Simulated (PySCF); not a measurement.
MNb for M along the chalcogens

MP2 with triple-zeta basis sets in PySCF, for the lowest determinant that a PBE0 search found; no spin–orbit coupling. De refers to high-spin ground-configuration atoms.

```
 M       basis  reference, frozen orbitals  state (unpaired electrons)  Re (Å)  ωe (cm⁻¹)  De (eV)
 O  def2-TZVPP                     ROHF, 1         quartet (σ ↑, δ ↑↑)   1.688       1005      n/a
 S  def2-TZVPP                     ROHF, 5         quartet (σ ↑, δ ↑↑)   2.103        602      n/a
Se  def2-TZVPP                     ROHF, 9         quartet (σ ↑, δ ↑↑)   2.225        427      n/a
```

The shortest bond is that of NbO (1.688 Å), the longest that of NbSe (2.225 Å).

Down a group the atoms grow and get heavier, so bonds lengthen and wavenumbers fall; this series shows no clear exception.

Correlated steps freeze the inner cores (1 to 9 orbitals); shallow outer-core shells are correlated. Spin–orbit coupling is left out, which matters for elements this heavy, above all for dissociation energies. The state is the lowest single determinant that the PBE0 search found; with open d or f shells the true ground state can be another one.
